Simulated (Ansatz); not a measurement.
Isolated molecules relaxed with PBE0-D4/def2-TZVP in Ansatz; ΔE leaves out vibrations. CCSD(T)/CBS adds triple-zeta CCSD(T) − MP2 to the extrapolated MP2 energy (def2 sets, frozen cores). Each species was taken in one conformer, which may not be the lowest.

Reaction (formal exchange of groups at the Si–O bond): `B[SiH2]OC` + `N=C=CC(=N)O` → `B[SiH2]C(=N)O` + `COC=C=N`

| species | CCSD(T)/CBS(def2) energy (Eh) |
| --- | --- |
| `B[SiH2]OC` | -431.29232 |
| `N=C=CC(=N)O` | -301.07798 |
| `B[SiH2]C(=N)O` | -485.35063 |
| `COC=C=N` | -246.94709 |

**Question.** Work out ΔE.

**Answer.** ΔE = (-485.35063) + (-246.94709) − (-431.29232) − (-301.07798) = 0.07258 Eh = +190.6 kJ/mol.

Largest T1 diagnostic among the species: 0.015.

From PBE to PBE0 (25 % exact exchange), in def2-TZVPP and without D4, ΔE moves by +9.2 kJ/mol.
